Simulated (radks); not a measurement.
Values are calculated unless marked as measured or tabulated.
Cs3+, configuration [Kr] 4d10 5s2 5p4.

Code: a radial shooting solver on a logarithmic mesh with Libxc functionals. Model: Dirac Kohn-Sham, BLYP, spin-unpolarised, spherical densities, finite nucleus; open shells fill j = l - 1/2 first; Fermi nuclear charge, rms radius 4.8041 fm.

Energy parts (eV):
| part | energy |
|---|---|
| total | -211935.19 |
| kinetic | 225693.48 |
| electron-nucleus | -513815.75 |
| Hartree | 81424.64 |
| exchange-correlation | -5237.57 |

Orbitals (lengths in bohr, moments of r in powers of bohr; <r^-3> diverges for s and p1/2):
orbital  occ.  eigenvalue (eV)  <r^-3>   <1/r>      <r>
1s1/2       2        -35803.51       -   59.40  0.02611
2s1/2       2        -5639.251       -   13.92   0.1117
2p1/2       2        -5307.660       -   13.90  0.09402
2p3/2       4        -4955.225    5926   12.73  0.09991
3s1/2       2        -1195.559       -   4.988   0.2988
3p1/2       2        -1056.964       -   4.901   0.2887
3p3/2       4        -989.4371    1163   4.611   0.3005
3d3/2       4        -745.6869   188.0   4.470   0.2714
3d5/2       6        -731.3472   172.7   4.396   0.2751
4s1/2       2        -249.1852       -   2.037   0.6944
4p1/2       2        -199.4280       -   1.930   0.7201
4p3/2       4        -185.6015   238.6   1.836   0.7476
4d3/2       4        -104.6326   30.79   1.603   0.8283
4d5/2       6        -102.3320   28.03   1.579   0.8386
5s1/2       2         -53.6785       -  0.7898    1.672
5p1/2       2         -40.6244       -  0.6977    1.874
5p3/2       2         -38.6330   34.35  0.6681    1.945
5d3/2       0         -21.3238   2.883  0.4837    2.641
5d5/2       0         -21.1101   2.638  0.4785    2.667
6s1/2       0         -19.1956       -  0.3538    3.659
4f5/2       0         -18.2766   1.989  0.8815    1.578
4f7/2       0         -18.1434   1.933  0.8732    1.593

The highest occupied level is 5p3/2 at -38.633 eV. For comparison, the ionisation energy in NIST's Atomic Spectra Database is 43 eV (theoretical). In exact Kohn-Sham theory the highest level is minus the ionisation energy, but local and semilocal functionals leave it too shallow, through self-interaction and a potential that decays too fast; potentials with the right tail come closer. The density falls to 0.001 e/bohr^3 at r = 3.61 bohr. The electron density at the nucleus is 2.964e+05 e/bohr^3. Summed over all electrons, <r^2> = 37.41 bohr^2, which gives a Langevin (diamagnetic) susceptibility term of -29.6 x 10^-6 cm^3/mol.

Beside tabulated values, note that spin-unpolarised runs miss the spin-polarisation part of the exchange energy of open shells.
